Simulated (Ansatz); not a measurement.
Ansatz (a quantum-chemistry and plane-wave program) input (MP2/def2-TZVP):

Ansatz 0.2 input:
```yaml
crystal:
  periodic: [false, false, false]
  atoms:
    - {symbol: La, position_ang: [-0.00000000, -0.00000000, -0.23655829]}
    - {symbol: O, position_ang: [0.00000000, 0.00000000, 1.68547780]}
basis:
  gaussian:
    orbitals: def2-TZVP
magnetization: {spin_polarized: true, initial_magnetization: 1}
correlation: {method: mp2, electrons: outside_noble_gas}
relax: {f_tol: 0.003, max_steps: 100}
```

Output:

```
Functional definition: HF
these checks for a lower state are left out or cut short: cluster_reference
integrals: 0.02 GiB planned
603 factors; integrals over basis functions are off by at most 4.3e-4 eV
mean field: 0.13 GiB planned
mean field evaluation 1: about -2876.0185 eV, gradient 4.7e1 eV
mean field evaluation 2: about -2876.0196 eV, gradient 4.7e1 eV
mean field evaluation 4: about -2885.4204 eV, gradient 4.1e0 eV
mean field evaluation 8: about -2885.6276 eV, gradient 2.0e-1 eV
mean field evaluation 16: about -2882.9964 eV, gradient 4.4e-1 eV
mean field evaluation 32: about -2883.2525 eV, gradient 1.1e-6 eV
mean field evaluation 64: about -2883.2867 eV, gradient 8.9e-1 eV
mean field evaluation 96: about -2881.6893 eV, gradient 4.9e0 eV
mean field evaluation 128: about -2850.4498 eV, gradient 9.0e1 eV
mean field -2885.63059459 eV, -106.0449684004 hartree, gradient 7.6e-6 eV, S^2 0.754136; 7 other end points of the search recorded, 0 dependent functions left out
5 core orbitals not correlated, not the lowest: weight in the atoms' cores, before any rotation towards them, 0.494 or more for the frozen orbitals, at most 0.481 for the correlated occupied ones
reference -2885.63059459 eV, -106.0449684004 hartree; 5, 4 occupied and 61, 62 virtual orbitals, 603 factors
densities: 0.12 GiB planned
second order -8.43499242 eV of doubles, -0.00000000 eV of singles
the calculation of the forces begins
relax step   1: F+E_penalty+E_count = -2894.06558700 eV  Δ(F+E_penalty+E_count) = +0.000e0 eV  max|allowed force component| = 8.652e-1 eV/Å  Δτ_max = 0.0000 Å  (541 SCF iters, accepted)
these checks for a lower state are left out or cut short: starts, cluster_reference, orbital_swaps, neighbouring_geometries, increment
integrals: 0.02 GiB planned
603 factors; integrals over basis functions are off by at most 4.1e-4 eV
mean field: 0.13 GiB planned
mean field -2885.57045020 eV, -106.0427581348 hartree, gradient 1.3e-6 eV, S^2 0.755023; 0 other end points of the search recorded, 0 dependent functions left out
5 core orbitals not correlated, not the lowest: weight in the atoms' cores, before any rotation towards them, 0.495 or more for the frozen orbitals, at most 0.483 for the correlated occupied ones
reference -2885.57045020 eV, -106.0427581348 hartree; 5, 4 occupied and 61, 62 virtual orbitals, 603 factors
densities: 0.12 GiB planned
second order -8.50621323 eV of doubles, -0.00000000 eV of singles
the calculation of the forces begins
relax step   2: F+E_penalty+E_count = -2894.07666343 eV  Δ(F+E_penalty+E_count) = -1.108e-2 eV  max|allowed force component| = 1.361e-1 eV/Å  Δτ_max = 0.0156 Å  (46 SCF iters, accepted)
these checks for a lower state are left out or cut short: starts, cluster_reference, orbital_swaps, neighbouring_geometries, increment
integrals: 0.02 GiB planned
603 factors; integrals over basis functions are off by at most 4.1e-4 eV
mean field: 0.13 GiB planned
mean field -2885.58096945 eV, -106.0431447104 hartree, gradient 7.8e-6 eV, S^2 0.754875; 0 other end points of the search recorded, 0 dependent functions left out
5 core orbitals not correlated, not the lowest: weight in the atoms' cores, before any rotation towards them, 0.494 or more for the frozen orbitals, at most 0.483 for the correlated occupied ones
reference -2885.58096945 eV, -106.0431447104 hartree; 5, 4 occupied and 61, 62 virtual orbitals, 603 factors
densities: 0.12 GiB planned
second order -8.49599778 eV of doubles, -0.00000000 eV of singles
the calculation of the forces begins
relax step   3: F+E_penalty+E_count = -2894.07696723 eV  Δ(F+E_penalty+E_count) = -3.038e-4 eV  max|allowed force component| = 1.760e-3 eV/Å  Δτ_max = 0.0023 Å  (39 SCF iters, accepted)
these checks for a lower state are left out or cut short: cluster_reference
integrals: 0.02 GiB planned
603 factors; integrals over basis functions are off by at most 4.1e-4 eV
mean field: 0.13 GiB planned
mean field evaluation 160: about -2845.2710 eV, gradient 9.6e1 eV
mean field evaluation 192: about -2878.6434 eV, gradient 2.7e1 eV
mean field evaluation 224: about -2883.5481 eV, gradient 9.6e-1 eV
mean field evaluation 256: about -2884.9542 eV, gradient 3.9e0 eV
mean field evaluation 288: about -2884.7673 eV, gradient 9.3e-1 eV
mean field evaluation 320: about -2885.3507 eV, gradient 4.3e0 eV
mean field -2885.58096945 eV, -106.0431447104 hartree, gradient 7.8e-6 eV, S^2 0.754875; 13 other end points of the search recorded, 0 dependent functions left out
5 core orbitals not correlated, not the lowest: weight in the atoms' cores, before any rotation towards them, 0.494 or more for the frozen orbitals, at most 0.483 for the correlated occupied ones
reference -2885.58096945 eV, -106.0431447104 hartree; 5, 4 occupied and 61, 62 virtual orbitals, 603 factors
densities: 0.12 GiB planned
second order -8.49599778 eV of doubles, -0.00000000 eV of singles
the calculation of the forces begins
Total energy: -2894.07696723 eV, -106.3553668699 hartree
Atom 0 at     0.000000    -0.000000    -0.249904 Å, force    -0.000000    -0.000000    -0.001760 eV/Å
Atom 1 at    -0.000000     0.000000     1.698823 Å, force     0.000000     0.000000     0.001760 eV/Å
Dipole moment:    -0.000000     0.000000    -0.735235 e Å
Checks for a lower state left out: cluster_reference
```

The spin state was set by rule; other spins were not relaxed.
